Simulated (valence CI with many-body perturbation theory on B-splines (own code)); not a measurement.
Which ion has this spectrum?

A relativistic CI+MBPT calculation for an atom or ion with 23 electrons gives these levels (eV):

```
   J  Parity       E     g
 5/2    even   0.000  1.73
 5/2    even  11.464  1.15
 7/2    even  18.586  1.13
 3/2    even  19.197  1.30
11/2    even  19.603  1.16
 9/2    even  21.687  1.16
 5/2    even  22.081  1.12
 1/2    even  23.317  1.88
 7/2    even  27.113  1.17
 5/2    even  28.599  1.21
 7/2    even  31.549  1.19
11/2    even  32.107  1.05
 3/2    even  32.486  0.85
 9/2    even  33.947  1.15
```

The energies are calculated, and their last digits are not significant.

Question: Which is it?
A. Te29+
B. Xe31+
C. Cs32+
D. Ba33+

Answer: B. Xe31+, ground level (3d3/2^4 3d5/2) J=5/2.
